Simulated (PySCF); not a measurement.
GeH6Si2, SMILES [SiH3][Ge][SiH3] (connectivity only; charge and spin as stated), neutral, multiplicity 1.

The structure is a stationary point at B3LYP-D3(BJ)/def2-SVP. The structure was generated by enumeration; whether it is a known compound was not checked.

Two levels are set side by side: PBE/def2-TZVPD (PySCF) and r2SCAN/def2-TZVPD (PySCF). Same geometry, gas phase. Differences are taken from unrounded values.

```
quantity                     r2SCAN
---------------------------  ------
orbital gap (eV)               1.71
highest occupied level (eV)   -5.89
lowest empty level (eV)       -4.17
dipole moment (D)              0.37
mean polarisability (bohr³)   104.5
```

**Question.** What does PBE give, and how far is it from r2SCAN? (An estimate is asked for; the answer gives what the named calculation found.)

**Answer.** 
```csv
quantity,PBE,PBE minus r2SCAN
orbital gap (eV),1.43,-0.29
highest occupied level (eV),-5.70,0.19
lowest empty level (eV),-4.27,-0.09
dipole moment (D),0.52,0.15
mean polarisability (bohr³),108.4,3.9
```

Rough cost on one machine, each run with all the roots and properties that it gave: r2SCAN against PBE about 3 times.
